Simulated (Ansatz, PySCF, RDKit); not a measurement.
Complex: hydrogen isocyanide (SMILES [C-]#[NH+]) (first 3 atoms) with hydrogen isocyanide (SMILES [C-]#[NH+]); geometry from B3LYP-D3(BJ)/def2-TZVP, rigid monomers moved along the line of their centres of mass till H3···C4 is 2.36 Å.
(charge 0, multiplicity 1):
```xyz
6

C     -0.2166     0.3936    -1.1305
N     -0.1158     0.3302     0.0263
H     -0.0279     0.2747     1.0361
C      0.1756     0.1469     3.3851
N      0.2758     0.0846     4.5377
H      0.3622     0.0309     5.5311
```

Counterpoise-corrected where a basis set is named; no monomer relaxation. Rows marked so take none.

Correlated levels freeze the cores. CBS: X⁻³ extrapolation of the correlation energy, Hartree–Fock from the larger set. Rows in 6-31G* carry no dispersion term and start afresh at each structure (6-31G* with six Cartesian d functions). MP2/6-31G* freezes PySCF's default core.

Run with Ansatz (Gaussian basis) for Hartree–Fock, density functionals and correlated methods; PySCF for 6-31G* rows, the dispersion terms; RDKit for the force fields. Each number belongs to the level named beside it.

| level | interaction energy (meV) |
|---|---|
| MMFF94 | -210.1 |
| HF/aug-cc-pVTZ | -223.8 |
| PBE-D4/def2-TZVPPD | -312.3 |
| PBE0-D3(BJ)/def2-TZVPPD | -306.3 |
| PBE0-D4/def2-TZVPPD | -302.8 |
| M06-2X/6-31G* (no counterpoise) | -343.5 |
| MP2/6-31G* (no counterpoise) | -381.1 |
| CCSD(T)/aug-cc-pVDZ | … |
| CCSD(T)/CBS(aug-cc-pVDZ, aug-cc-pVTZ) | … |

Question: Complete the blanks.

Answer: 
- CCSD(T)/aug-cc-pVDZ, interaction energy (meV): -281.0
- CCSD(T)/CBS(aug-cc-pVDZ, aug-cc-pVTZ), interaction energy (meV): -296.4

Ansatz is an electronic-structure program.
